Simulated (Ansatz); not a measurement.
Harmonic frequencies (cm⁻¹) at PBE0-D4/def2-TZVP from Ansatz: 87, 212, 374, 394, 506, 625, 675, 1971, 1985.

Q: Which molecule is it?
A. `[Cl][SnH2][I]`
B. `[F][SnH3]`
C. `[SnH4]`
D. `[Cl][SnH]([Cl])[SeH]`

A: A.
